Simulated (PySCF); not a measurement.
**Shifts of the heteroatoms**

Numbering as in the mapped SMILES `[F:1]/[CH:2]=[CH:3]/[O:4]/[CH:5]=[C:6](/[F:7])[O:8][CH:9]([F:10])[F:11]`; H(Xn) means a hydrogen on atom n.

PySCF 2.14.0 with density-fitted response routines calculation with shielding tensors at PBE0/pcSseg-1 (GIAO) and geometry from GFN2-xTB; no solvent, one conformer, non-relativistic, equivalent nuclei averaged.

Q: Predict the ¹⁹F NMR data.

A: 
```
  atoms              environment  σ (ppm)  δ (ppm)
F10/F11  fluorine of a CF2 group    273.3    -85.9
     F7         vinylic fluorine    319.7   -142.5
     F1         vinylic fluorine    358.6   -177.6
```

Shieldings were converted by a linear fit to measured shifts: ¹⁹F: δ = 146.13 − 0.903σ +14.6 on sp3 carbon (rms 6.0 ppm, 223 shifts, 7.0 ppm with the 5 outliers that the fit left out vs CFCl3, solution or neat liquid). Occasional misses reach two or three times the rms, and more in compound classes unlike the fitted ones.

On a 600 MHz spectrometer ¹⁹F resonates near 564.6 MHz, so 1 ppm is 564.6 Hz.

Q: Predict the ¹⁷O NMR data.

A: 
```csv
atoms,environment,σ (ppm),δ (ppm)
O8,ether oxygen,165.0,116.4
O4,ether oxygen,230.9,56.3
```

Shieldings were converted by a linear fit to measured shifts: ¹⁷O: δ = 266.70 − 0.911σ (rms 10.7 ppm, 155 shifts, 12.2 ppm with the 3 outliers that the fit left out vs liquid water, solution or neat liquid). A few per cent of atoms miss by over 2 rms, more outside the fitted compound classes.

On a 600 MHz spectrometer ¹⁷O resonates near 81.3 MHz, so 1 ppm is 81.3 Hz.
